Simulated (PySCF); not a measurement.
## How exact exchange moves a shielding

Molecule: `InChI=1S/Cl3HSSi/c1-5(2,3)4/h4H`.

Mapped SMILES: `[SH:1][Si:2]([Cl:3])([Cl:4])[Cl:5]` (H(Xn): hydrogen on atom n).

GIAO shieldings (ppm, equivalent atoms averaged) in PySCF 2.14.0 with density-fitted response routines on the PBE0-D3(BJ)/def2-SVP geometry, basis pcSseg-2, gas phase, non-relativistic:

| functional | exact exchange (%) | σ(S1) | σ(Si2) | σ(Cl3/Cl4/Cl5) |
| --- | --- | --- | --- | --- |
| BLYP | 0 | 536.0 | 285.1 | 703.5 |
| BP86 | 0 | 554.5 | 297.9 | 709.1 |
| PBE | 0 | 559.7 | 299.9 | 710.1 |
| PBE0 | 25 | 591.1 | 316.2 | 753.3 |
| mPW1PW91 | 25 | 587.7 | 314.7 | 753.7 |
| BHandHLYP | 50 | 595.3 | 321.1 | 782.0 |
| HF | 100 | 645.8 | 366.4 | 847.0 |

(1) Fit each shielding as a line in the percentage of exact exchange.

(2) What does the line predict for B3LYP (20 %), and what does the run give?

Answers

(1) σ(S1) = 554.7 + 0.94 x (rms 9.9 ppm); σ(Si2) = 294.7 + 0.69 x (rms 5.7 ppm); σ(Cl3/Cl4/Cl5) = 711.3 + 1.40 x (rms 5.2 ppm). The functionals also differ in their semilocal parts, which the line can't hold; Hartree–Fock has no correlation at all.

(2) σ(S1): 573.5 predicted, 562.3 computed; σ(Si2): 308.5 predicted, 298.5 computed; σ(Cl3/Cl4/Cl5): 739.3 predicted, 737.8 computed ppm.
